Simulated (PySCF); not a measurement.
# Gas-phase XPS of `C[NH][GeH2][PH2]`, computed

Compound: CH₈GeNP.
Z-matrix (Å and degrees, PBE0-D3(BJ)/def2-SVP geometry), rows numbered from 1:
```
C 
N   1  1.4450
Ge  2  1.8335  1  120.03
P   3  2.3460  2  112.63  1    62.01
H   1  1.1025  2  109.82  3    47.50
H   1  1.1029  2  110.71  3   164.81
H   1  1.1095  2  115.05  3   -73.26
H   2  1.0159  1  112.43  3   137.49
H   3  1.5399  2  106.80  1  -179.78
H   3  1.5422  2  106.62  1   -60.52
H   4  1.4294  3   93.45  2   -76.82
H   4  1.4299  3   93.04  2  -170.09
```

Theory: PySCF, delta-SCF UKS SCAN, pcX-2 on the ionised atom, pcseg-1 elsewhere, spin-free X2C. Each binding energy is the total energy of the core-ionised species, with the hole localised on one atom, minus that of the ground state; both are solved self-consistently, so orbital relaxation is included.

**Question.** What binding energy does each computed site have?

**Answer.** 
| atom(s) | environment | level | binding energy (eV) | 2p1/2 (eV) | count |
| --- | --- | --- | --- | --- | --- |
| P4 | three-coordinate phosphorus | P 2p3/2 | 136.01 | 136.91 | 1 |
| C1 | N-methyl carbon | C 1s | 291.55 | – | 1 |
| N2 | nitrogen bonded to C, Ge and H | N 1s | 404.24 | – | 1 |
| P4 | three-coordinate phosphorus | P 1s | 2149.54 | – | 1 |

**Question.** Which photon energy gives electrons from N 1s of N2 (atom 2) a kinetic energy of 150 eV, and what is their de Broglie wavelength?

**Answer.** hν = 404.24 + 150 = 554.24 eV, recoil neglected; λ = 12.264 Å/√(E/eV) = 1.00 Å.

**Question.** Which effective nuclear charge Zeff reproduces each element's mean 1s value in the hydrogen-like formula E = 13.606 eV × Zeff²?

**Answer.** C (Z = 6): mean 291.6 eV, Zeff = 4.63, Z − Zeff = 1.37; N (Z = 7): mean 404.2 eV, Zeff = 5.45, Z − Zeff = 1.55; P (Z = 15): mean 2149.5 eV, Zeff = 12.57, Z − Zeff = 2.43. Means run over the listed sites, weighted by atom count.

The 2p values aren't plain energy differences: one relaxed spin-free 2p hole is combined with a matrix within the shell (ground-state 2p orbital-energy differences and spin–orbit coupling). 2p3/2, the mean of its two sublevels, lies a third of the splitting below the shell's mean and 2p1/2 two thirds above it; the statistical areas are 2:1. 2p1/2 minus 2p3/2 (ligand field included): P 0.89 eV. No level of germanium is listed. One conformer (not necessarily the lowest) at the PBE0-D3(BJ)/def2-SVP geometry, without solvent, vibrations or thermal averaging.

Hardware: Arm Neoverse V1, one thread, on a shared host. Cost: 29 s wall.
